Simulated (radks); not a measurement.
Values are calculated unless marked as measured or tabulated.
Nd+, configuration [Kr] 4d10 4f(up 2, down 2) 5s2 6s2 5p(up 2.5, down 2.5) (fractional occupations, a model configuration). Level of theory: scalar-relativistic Kohn-Sham, r2SCAN, spin-polarised, spherical densities, finite nucleus; meta-GGA in the generalised Kohn-Sham scheme; Fermi nuclear charge, rms radius 4.9123 fm (a radial shooting solver on a logarithmic mesh with Libxc functionals). Some entries of the table are withheld. Estimate them.

| orbital | occ. | eigenvalue (hartree) | <1/r> (bohr^-1) |
|---|---|---|---|
| 1s | 2 | -1597.823 | 66.04 |
| 2s | 2 | -259.5163 | 15.27 |
| 2p | 6 | -231.9165 | 14.39 |
| 3s | 2 | -56.88893 | 5.579 |
| 3p | 6 | -48.13578 | 5.265 |
| 3d | 10 | -36.00019 | 4.988 |
| 4s | 2 | -11.75504 | 2.320 |
| 4p | 6 | -8.87383 | (1) |
| 4d | 10 | (2) | 1.869 |
| 5s | 2 | (3) | 0.9020 |
| 5p | 5 | -1.20078 | 0.7723 |
| 4f | 4 | -0.43551 | 1.277 |
| 6s | 2 | -0.35542 | 0.3278 |

Answer. 
(1) 4p <1/r> (bohr^-1): 2.139
(2) 4d eigenvalue (hartree): -4.76350
(3) 5s eigenvalue (hartree): -1.90975
